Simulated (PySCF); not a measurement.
The numbers are results of TPSSh-D3(BJ)/def2-TZVP in PySCF, not measurements. Isolated molecules, 0 K electronic values unless said otherwise. One relaxed conformer stands for a flexible species; it need not be the lowest. Excitations are Tamm–Dancoff values on a coarser integration grid. The basis has no diffuse functions, so Rydberg states are missing or too high.

Reference species (SMILES): `[SH][AlH][SH]` (H–S–Al–S torsion 0°, S–Al–S–H torsion 0°) (neutral, multiplicity 1).

| Item | Value |
|---|---|
| HOMO | -7.07 eV |
| HOMO–LUMO gap | 5.71 eV |
| T1 excitation (TDA) | 4.84 eV |
| LUMO | -1.36 eV |

Changed species: `[SH][Al]([SH])[SH]` (0 of 3 SH replaced by H; the reference has 1 of 3 SH replaced by H).

Question: What does the change do to the HOMO, HOMO–LUMO gap, T1 excitation (TDA) and LUMO?

Answer: the HOMO hardly moves; the HOMO–LUMO gap goes up by 0.38 eV, to 6.09 eV; the T1 excitation (TDA) increases by 0.39 eV, to 5.23 eV; the LUMO rises by 0.36 eV, to -1.00 eV.
